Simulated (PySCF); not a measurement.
Input for PySCF: D3(BJ) and D4 dispersion corrections on CH8GeSi (SMILES [SiH3][CH2][GeH3]).

```python
from pyscf import gto
from pyscf.dispersion import dftd3, dftd4

mol = gto.M(
    atom='''
    Si   -1.61534713   -0.17551213    0.10005998
    C     0.08749750   -0.07703496    0.87359891
    Ge    1.55045683    0.22147412   -0.41498538
    H    -2.66203182   -0.39407922    1.12875894
    H    -1.67068594   -1.29519327   -0.87067914
    H    -1.92209121    1.08358146   -0.62087563
    H     0.11383360    0.73534663    1.60344191
    H     0.30044206   -1.00262442    1.41329554
    H     1.32801452    1.55012805   -1.16026239
    H     1.58582290   -0.92513842   -1.44179828
    H     2.90408872    0.27905215    0.31759833
    ''',
    basis='def2-svp',
    charge=0, spin=0, verbose=0, max_memory=1800)
d3, d4 = {}, {}
for xc in ['hf', 'pbe', 'blyp', 'revpbe', 'tpss', 'r2scan', 'b3lyp', 'pbe0', 'bhlyp', 'camb3lyp', 'b2plyp']:
    d3[xc] = float(dftd3.DFTD3Dispersion(mol, xc=xc, version='d3bj', atm=False).get_dispersion()['energy'])
    print(f'D3(BJ) {xc:10s} {d3[xc]:14.8f} Eh')
for xc in ['hf', 'pbe', 'blyp', 'revpbe', 'tpss', 'r2scan', 'b3lyp', 'pbe0', 'bhlyp', 'camb3lyp', 'b2plyp']:
    d4[xc] = float(dftd4.DFTD4Dispersion(mol, xc={'camb3lyp': 'cam-b3lyp'}.get(xc, xc), atm=True).get_dispersion()['energy'])
    print(f'D4     {xc:10s} {d4[xc]:14.8f} Eh')
```

It printed:

```
D3(BJ) hf            -0.06355062 Eh
D3(BJ) pbe           -0.00813178 Eh
D3(BJ) blyp          -0.01793154 Eh
D3(BJ) revpbe        -0.01967315 Eh
D3(BJ) tpss          -0.01047594 Eh
D3(BJ) r2scan        -0.00230192 Eh
D3(BJ) b3lyp         -0.01483968 Eh
D3(BJ) pbe0          -0.00728441 Eh
D3(BJ) bhlyp         -0.01229035 Eh
D3(BJ) camb3lyp      -0.00698216 Eh
D3(BJ) b2plyp        -0.00730381 Eh
D4     hf            -0.02697756 Eh
D4     pbe           -0.00790236 Eh
D4     blyp          -0.01720120 Eh
D4     revpbe        -0.02278730 Eh
D4     tpss          -0.01062423 Eh
D4     r2scan        -0.00190592 Eh
D4     b3lyp         -0.01278153 Eh
D4     pbe0          -0.00669235 Eh
D4     bhlyp         -0.01023184 Eh
D4     camb3lyp      -0.00683223 Eh
D4     b2plyp        -0.00549501 Eh
```

The run finished.

Cost: around 0.03 core-seconds (rough).
